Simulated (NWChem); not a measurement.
System: Si2H3O2Cl; SMILES Cl[SiH]1O[SiH2]O1

```xyz
8

Cl    -0.3735    -2.1234     0.0000
Si     0.6546    -0.3581     0.0000
O      0.1379     0.7142    -1.1932
Si    -0.3996     1.8028     0.0000
O      0.1379     0.7142     1.1932
H      2.0984    -0.6607     0.0000
H      0.3437     3.0878     0.0000
H     -1.8683     2.0165     0.0000
```
Atoms are numbered in this order, from 1.

Computed with NWChem. Geometry: optimised at PBE0/def2-SVP. Hybrids' shares of exact exchange are those that their runs print; pure functionals count as 0. The functionals differ in more than this share.

```csv
row,share of exact exchange,orbital gap (eV)
PBE/def2-SVP,0.00,6.37
N12/def2-SVP,0.00,6.49
B3LYP/def2-SVP,0.20,8.36
B97-2/def2-SVP,0.21,8.57
MPW1K/def2-SVP,0.43,10.57
Hartree-Fock/def2-SVP,1.00,withheld
```

Task: Fit a straight line of the last column on the one before it, predict the withheld value, and compare with the run.

Result: 
1. Means of the 5 shown rows: x = 0.168, y = 8.072. Slope Σ(x − x̄)(y − ȳ)/Σ(x − x̄)² = 1.236/0.1279 = 9.668; intercept 6.448.
2. The shown rows scatter about the line by 0.060 (root mean square); the largest residual is +0.09, at B97-2/def2-SVP.
3. At x = 1.00 (Hartree-Fock/def2-SVP; beyond the shown range) the line gives 16.12.
4. The run gives 16.02, -0.10 from the line, 1.7 times the scatter.
